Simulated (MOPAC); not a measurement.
Input for MOPAC: AM1 on CH6GaNO (SMILES [CH3][Ga]([NH2])[OH]), a point of a torsion scan.

```
AM1 1SCF PRECISE CHARGE=0 THREADS=1
CH6GaNO

C     -1.32019707 1    -0.99175012 1     0.16213607 1
Ga     0.02207094 1     0.50209343 1    -0.12979509 1
N     -0.27342465 1     2.30375332 1     0.04710821 1
O      1.70997881 1     0.21592592 1    -0.44045118 1
H     -1.50333898 1    -1.11343011 1     1.22941841 1
H     -0.93045270 1    -1.92858558 1    -0.23685709 1
H     -2.26723068 1    -0.76037432 1    -0.32138704 1
H     -1.17897191 1     2.71993277 1    -0.13079806 1
H      0.45074536 1     2.92145933 1    -0.30269281 1
H      2.23511038 1    -0.57755021 1    -0.49311378 1
```

The log:

```
*******************************************************************************
 **                                                                           **
 **                              MOPAC v23.2.5                                **
 **                                                                           **
 *******************************************************************************
 ** MOPAC's Digital Object Identifier: https://doi.org/10.5281/zenodo.6511958 **
 **                                                                           **
 ** Please cite the open-source release paper for use of this MOPAC version:  **
 ** J. E. Moussa and J. J. P. Stewart (2026)                                  **
 ** MOPAC: An open-source semiempirical molecular orbital program             **
 ** J. Open Source Softw., 11(119), 8025, https://doi.org/10.21105/joss.08025 **
 *******************************************************************************

                              AM1 CALCULATION RESULTS

 *******************************************************************************
 *  AM1        - The AM1 Hamiltonian to be used
 *
 *
 *
 *                 CHARGE ON SYSTEM = 0
 *
 *
 *
 *  PRECISE    - TIGHTER CRITERIA TO BE USED
 *  1SCF       - DO 1 SCF AND THEN STOP
 *  THREADS=1  - MULTI-THREADING NOT USED
 *  T=         - A TIME OF 172800.0 SECONDS REQUESTED
 *  DUMP=N     - RESTART FILE WRITTEN EVERY 7200.0 SECONDS REQUESTED
 *******************************************************************************
AM1 1SCF PRECISE CHARGE=0 THREADS=1
 CH6GaNO

   ATOM   CHEMICAL          X               Y               Z
  NUMBER   SYMBOL      (ANGSTROMS)     (ANGSTROMS)     (ANGSTROMS)

     1       C         -1.32019707  *  -0.99175012  *   0.16213607  *
     2      Ga          0.02207094  *   0.50209343  *  -0.12979509  *
     3       N         -0.27342465  *   2.30375332  *   0.04710821  *
     4       O          1.70997881  *   0.21592592  *  -0.44045118  *
     5       H         -1.50333898  *  -1.11343011  *   1.22941841  *
     6       H         -0.93045270  *  -1.92858558  *  -0.23685709  *
     7       H         -2.26723068  *  -0.76037432  *  -0.32138704  *
     8       H         -1.17897191  *   2.71993277  *  -0.13079806  *
     9       H          0.45074536  *   2.92145933  *  -0.30269281  *
    10       H          2.23511038  *  -0.57755021  *  -0.49311378  *



          CARTESIAN COORDINATES

    NO.       ATOM           X           Y           Z

     1         C         -1.3202     -0.9918      0.1621
     2        Ga          0.0221      0.5021     -0.1298
     3         N         -0.2734      2.3038      0.0471
     4         O          1.7100      0.2159     -0.4405
     5         H         -1.5033     -1.1134      1.2294
     6         H         -0.9305     -1.9286     -0.2369
     7         H         -2.2672     -0.7604     -0.3214
     8         H         -1.1790      2.7199     -0.1308
     9         H          0.4507      2.9215     -0.3027
    10         H          2.2351     -0.5776     -0.4931

  H: (AM1): M.J.S. DEWAR ET AL, J. AM. CHEM. SOC. 107 3902-3909 (1985)
  C: (AM1): M.J.S. DEWAR ET AL, J. AM. CHEM. SOC. 107 3902-3909 (1985)
  N: (AM1): M.J.S. DEWAR ET AL, J. AM. CHEM. SOC. 107 3902-3909 (1985)
  O: (AM1): M.J.S. DEWAR ET AL, J. AM. CHEM. SOC. 107 3902-3909 (1985)
 Ga: (AM1): J. J. P. STEWART, J. MOL. MOD., 10, 155-164 (2004)

           Empirical Formula: C H6 N O Ga  =    10 atoms



      MOLECULAR POINT GROUP   :   C1


      RHF CALCULATION, NO. OF DOUBLY OCCUPIED LEVELS = 12


 -------------------------------------------------------------------------------
 AM1 1SCF PRECISE CHARGE=0 THREADS=1
 CH6GaNO



     1SCF WAS SPECIFIED, SO BFGS WAS NOT USED
     SCF FIELD WAS ACHIEVED


                              AM1 CALCULATION
                                                       MOPAC v23.2.5 Linux




          FINAL HEAT OF FORMATION =          0.67750 KCAL/MOL =       2.83468 KJ/MOL


          COSMO AREA              =        116.40 SQUARE ANGSTROMS
          COSMO VOLUME            =         98.52 CUBIC ANGSTROMS

          IONIZATION POTENTIAL    =          9.969645 EV
          HOMO LUMO ENERGIES (EV) =         -9.970 -1.409
          NO. OF FILLED LEVELS    =         12
          MOLECULAR WEIGHT        =        117.7995         POINT GROUP:  C1

          MOLECULAR DIMENSIONS (Angstroms)

            Atom       Atom       Distance
            H     9    H     6     5.04331
            H    10    H     7     4.28285
            H     5    H     7     1.57774


          SCF CALCULATIONS        =          1





   ATOM   CHEMICAL          X               Y               Z
  NUMBER   SYMBOL      (ANGSTROMS)     (ANGSTROMS)     (ANGSTROMS)

     1       C         -1.32019707  *  -0.99175012  *   0.16213607  *
     2      Ga          0.02207094  *   0.50209343  *  -0.12979509  *
     3       N         -0.27342465  *   2.30375332  *   0.04710821  *
     4       O          1.70997881  *   0.21592592  *  -0.44045118  *
     5       H         -1.50333898  *  -1.11343011  *   1.22941841  *
     6       H         -0.93045270  *  -1.92858558  *  -0.23685709  *
     7       H         -2.26723068  *  -0.76037432  *  -0.32138704  *
     8       H         -1.17897191  *   2.71993277  *  -0.13079806  *
     9       H          0.45074536  *   2.92145933  *  -0.30269281  *
    10       H          2.23511038  *  -0.57755021  *  -0.49311378  *

                             CARTESIAN COORDINATES

   1    C       -1.320197070    -0.991750120     0.162136070
   2   Ga        0.022070940     0.502093430    -0.129795090
   3    N       -0.273424650     2.303753320     0.047108210
   4    O        1.709978810     0.215925920    -0.440451180
   5    H       -1.503338980    -1.113430110     1.229418410
   6    H       -0.930452700    -1.928585580    -0.236857090
   7    H       -2.267230680    -0.760374320    -0.321387040
   8    H       -1.178971910     2.719932770    -0.130798060
   9    H        0.450745360     2.921459330    -0.302692810
  10    H        2.235110380    -0.577550210    -0.493113780


           Empirical Formula: C H6 N O Ga  =    10 atoms



      MOLECULAR POINT GROUP   :   C1


                  EIGENVALUES
 -35.02387 -32.07334 -28.33557 -17.10957 -15.99386 -14.32669 -13.97486 -13.03536
 -12.32491 -12.05960 -10.17226  -9.96965  -1.40927   0.26517   0.41730   0.77444
   4.76076   4.77698   4.83281   5.39182   5.77191   6.37010


              NET ATOMIC CHARGES AND DIPOLE CONTRIBUTIONS

  ATOM NO.   TYPE          CHARGE      No. of ELECS.   s-Pop       p-Pop
    1          C          -0.453708        4.4537     1.24303     3.21067
    2         Ga           0.660666        2.3393     0.29590     2.04343
    3          N          -0.470850        5.4708     1.57594     3.89491
    4          O          -0.557210        6.5572     1.83253     4.72468
    5          H           0.089929        0.9101     0.91007
    6          H           0.088747        0.9113     0.91125
    7          H           0.082436        0.9176     0.91756
    8          H           0.159328        0.8407     0.84067
    9          H           0.176386        0.8236     0.82361
   10          H           0.224275        0.7757     0.77573
 DIPOLE           X         Y         Z       TOTAL
 POINT-CHG.    -1.067     0.297    -0.278     1.142
 HYBRID        -0.162    -0.157    -0.367     0.430
 SUM           -1.229     0.140    -0.644     1.395


          ATOMIC ORBITAL ELECTRON POPULATIONS

     Atom    s        px        py        pz
    1  C   1.24303   1.09262   1.09941   1.01865
    2 Ga   0.29590   0.61030   0.69970   0.73343
    3  N   1.57594   1.09015   1.32037   1.48438
    4  O   1.83253   1.58407   1.43693   1.70369
    5  H   0.91007
    6  H   0.91125
    7  H   0.91756
    8  H   0.84067
    9  H   0.82361
   10  H   0.77573

 **********************
 *                    *
 * JOB ENDED NORMALLY *
 *                    *
 **********************




 == MOPAC DONE ==
```

The run finished.

Cost: very roughly 0.03 core-seconds.
